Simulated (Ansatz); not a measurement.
Stepwise reaction of `[O]=[W]([OH])([OH])([F])[F]` with hydrogen fluoride, as a gas-phase model of exchange steps in deposition or etching. ΔE in kJ/mol.

Isolated molecules relaxed with PBE0-D4/def2-TZVP in Ansatz; ΔE leaves out vibrations. CCSD(T)/CBS is the MP2 limit (def2-TZVPP, def2-QZVPP) plus CCSD(T) − MP2 in def2-TZVPP, frozen cores. This one scheme is used for every species. Functionals use def2-TZVPP. B3LYP here is the variant with VWN-RPA as its local correlation; programs differ in this. Elements past krypton have def2 core potentials. For W outer-core shells are correlated without core-valence functions, which leaves a few kJ/mol of doubt a bond. One conformer a species, not always the lowest.

```csv
step,reaction,PBE-D4,B3LYP-D4,ωB97M-V,CCSD(T)/CBS
1,`[O]=[W]([OH])([OH])([F])[F]` + H–F → `[O]=[W]([OH])([F])([F])[F]` + H₂O,-37.5,-36.7,-37.3,-31.3
2,`[O]=[W]([OH])([F])([F])[F]` + H–F → `[O]=[W]([F])([F])([F])[F]` + H₂O,-29.2,-28.0,-30.4,-24.9
```

Task: By hand: ΔE of the 2 steps together at CCSD(T)/CBS.

Result: (-31.3) + (-24.9) = -56.2 kJ/mol, or -28.1 kJ/mol a step.

In ΔE each step is higher than the one before. All are downhill at CCSD(T)/CBS. PBE-D4 differs from CCSD(T)/CBS by -6.2 to -4.3 kJ/mol a step. Isolated molecules leave out the surface, adducts and barriers. Largest T1 diagnostic: 0.021.
